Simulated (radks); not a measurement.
Cu IV, configuration [Ar] 3d8 (the NIST ground configuration).

All-electron calculation, Dirac Kohn-Sham, BLYP, spin-unpolarised, spherical densities, finite nucleus; open shells are shared between the two j in proportion to 2j + 1; Fermi nuclear charge, rms radius 3.8823 fm. Program: a radial shooting solver on a logarithmic mesh with Libxc functionals.

Energy parts (hartree):
total: -1652.73024
kinetic: 1681.56668
electron-nucleus: -3939.74951
Hartree: 672.05899
exchange-correlation: -66.60640

Orbitals (lengths in bohr, moments of r in powers of bohr):
| orbital | occ. | eigenvalue (hartree) | <r^4> | <1/r> |
|---|---|---|---|---|
| 1s1/2 | 2 | -327.0012 | 0.00003437 | 29.16 |
| 2s1/2 | 2 | -40.77818 | 0.007407 | 6.358 |
| 2p1/2 | 2 | -35.94444 | 0.005328 | 6.314 |
| 2p3/2 | 4 | -35.19077 | 0.005623 | 6.173 |
| 3s1/2 | 2 | -5.89590 | 0.5330 | 2.021 |
| 3p1/2 | 2 | -4.38960 | 0.6852 | 1.895 |
| 3p3/2 | 4 | -4.29167 | 0.7231 | 1.861 |
| 3d3/2 | 3.2 | -1.80418 | 2.059 | 1.533 |
| 3d5/2 | 4.8 | -1.79207 | 2.103 | 1.524 |

The highest occupied level is 3d5/2 at -48.765 eV. The density falls to 0.001 e/bohr^3 at r = 2.66 bohr. Summed over all electrons, <r^2> = 12.95 bohr^2, which gives a Langevin (diamagnetic) susceptibility term of -10.3 x 10^-6 cm^3/mol.
